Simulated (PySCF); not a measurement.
Zn(SMe)(SeH) (CH4SSeZn), SMILES [SeH][Zn][S]C.

The structure is a stationary point at PBE0-D3(BJ)/def2-SVP. The structure was generated by enumeration; whether it is a known compound was not checked. The values are those of a single conformer.

The numbers are results of TDDFT-CAM-B3LYP/def2-SVPD in PySCF, not measurements.

Vertical excitations. Isolated molecule, no solvent.

Computed excitation energies, oscillator strengths and character:
| state | energy (eV) | λ (nm) | f | main pairs |
|---|---|---|---|---|
| S1 | 4.70 | 264 | 0.013 | HOMO→LUMO 85 % |
| S2 | 4.88 | 254 | 0.040 | HOMO−1→LUMO 95 % |
| S3 | 5.02 | 247 | 0.006 | HOMO→LUMO+1 86 % |
| S4 | 5.28 | 235 | 0.000 | HOMO−1→LUMO+2 79 % |
| S5 | 5.45 | 227 | 0.004 | HOMO→LUMO+2 68 %, HOMO−2→LUMO 22 % |
| S6 | 5.71 | 217 | 0.002 | HOMO−1→LUMO+1 71 %, HOMO→LUMO+2 11 % |
| S7 | 5.91 | 210 | 0.004 | HOMO−1→LUMO+3 54 %, HOMO−1→LUMO+4 23 %, HOMO−1→LUMO+2 18 % |
| S8 | 6.07 | 204 | 0.007 | HOMO−2→LUMO+1 89 % |
| S9 | 6.20 | 200 | 0.042 | HOMO−2→LUMO+2 87 % |
| S10 | 6.40 | 194 | 0.775 | HOMO−2→LUMO 56 %, HOMO−1→LUMO+1 11 %, HOMO→LUMO+2 11 % |
| T1 | 4.40 | 282 | 0 | HOMO→LUMO 90 % |
| T2 | 4.52 | 274 | 0 | HOMO−1→LUMO 93 % |
| T3 | 4.71 | 263 | 0 | HOMO→LUMO+1 88 % |
| T4 | 4.97 | 250 | 0 | HOMO−1→LUMO+2 46 %, HOMO−1→LUMO+3 22 %, HOMO−1→LUMO+4 12 %, HOMO→LUMO+2 11 % |
Triplets are in the Tamm–Dancoff approximation, which puts them higher than full response would, so one can lie above its singlet here.
